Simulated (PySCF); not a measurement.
F2H4N2Si.

```xyz
9

N     -1.3432     0.3655    -0.9619
Si     0.0000     0.0000     0.0018
N      1.3432    -0.3655    -0.9619
F     -0.5114    -1.1623     1.0054
F      0.5114     1.1623     1.0054
H     -1.2842     1.0350    -1.7182
H     -2.2859     0.2556    -0.6099
H      1.2842    -1.0350    -1.7182
H      2.2859    -0.2556    -0.6099
```

Geometry: PBE0-D3(BJ)/def2-SVP. Other conformers were not sampled.

The numbers are results of PySCF with PBE/pcSseg-1, not measurements. Non-relativistic, no solvent.

Give the absolute GIAO shielding of each atom: isotropic value and principal components (ppm). (An estimate is asked for; the answer gives what the named calculation found.)


```
atom  σ(iso)    σ11    σ22    σ33   span
----  ------  -----  -----  -----  -----
N1     239.8  206.2  239.8  273.5   67.2
Si2    387.9  360.1  370.9  432.6   72.5
N3     239.8  206.2  239.8  273.5   67.2
F4     308.7  263.8  276.7  385.5  121.7
F5     308.7  263.8  276.7  385.5  121.7
H6      30.6   23.7   26.6   41.3   17.6
H7      30.5   23.6   26.2   41.7   18.1
H8      30.6   23.7   26.6   41.3   17.6
H9      30.5   23.6   26.2   41.7   18.1
```
